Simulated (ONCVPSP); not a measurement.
C: variants of one ONCV potential

Base potential:

ONCVPSP 4.0.1 input, shortened (lines: element, Z, core and valence counts, functional; n l f; lmax; l rc ep ncon nbas qcut; lloc lpopt rc5 dvloc0; l nproj debl; icmod fcfact rcfact), PBE, non-relativistic:

```
  C 6.00    1    2        4      upf
    1    0    2.00
    2    0    2.00
    2    1    2.00
    2
    0    1.25    0.00    3    7    5.80
    1    1.75    0.00    3    8    9.00
    2    1.85    0.31    4    9    5.70
    4    5    0.85    0.00
    0    1    1.60
    1    2    3.10
    2    2    2.70
    2    0.75    0.85
```

All-electron outer shells of the reference configuration (PBE, non-relativistic, ld1.x):

```json
{"shell": "1s", "level (eV)": "-273.26", "outermost node (bohr)": "–", "outermost maximum (bohr)": "0.17"}
{"shell": "2s", "level (eV)": "-13.74", "outermost node (bohr)": "0.38", "outermost maximum (bohr)": "1.22"}
{"shell": "2p", "level (eV)": "-5.29", "outermost node (bohr)": "–", "outermost maximum (bohr)": "1.20"}
```

Cutoffs, loose and tight: the cutoffs (Ha) at which the residual kinetic energy of the hardest occupied pseudo-wave falls to 1 and 0.1 mHa per electron. They do not see the model core or the augmentation charge, which bear on the density cutoff. Test errors are all-electron minus pseudo excitation energies from the reference, over the configurations 2s2 2p1; 2s2 2p0; 2s1 2p0; 2s1 2p3. A dash means not determined; rows that change the core or the reference have their own tests.

```csv
change,outcome,"cutoff, loose","cutoff, tight",bound ghosts,GHOST(+) flags above zero,largest test error (meV)
base,generated,20 Ha,49 Ha,none,none,+367
s: qcut 3.9; p: qcut 6; d: qcut 3.8,generated,55 Ha,112 Ha,none,d,+661
s: qcut 4.4; p: qcut 6.8; d: qcut 4.3,generated,40 Ha,92 Ha,none,d,+550
s: qcut 5.1; p: qcut 7.9; d: qcut 5,generated,18 Ha,82 Ha,none,none,+441
s: qcut 6.6; p: qcut 10.2; d: qcut 6.5,generated,22 Ha,29 Ha,none,none,+316
s: qcut 7.2; p: qcut 11.2; d: qcut 7.1,generated,23 Ha,29 Ha,none,none,+307
s: qcut 8.6; p: qcut 13.3; d: qcut 8.4,generated,24 Ha,32 Ha,none,none,+286
```

(1) What comes out with this change to the base: s: qcut 5.7; p: qcut 8.9; d: qcut 5.6?

(2) What comes out with this change to the base: s: qcut 7.9; p: qcut 12.2; d: qcut 7.7?

## Answers

(1) outcome: generated; cutoff, loose: 20 Ha; cutoff, tight: 54 Ha; bound ghosts: none; GHOST(+) flags above zero: none; largest test error (meV): +373.

(2) outcome: generated; cutoff, loose: 25 Ha; cutoff, tight: 33 Ha; bound ghosts: none; GHOST(+) flags above zero: none; largest test error (meV): +275.
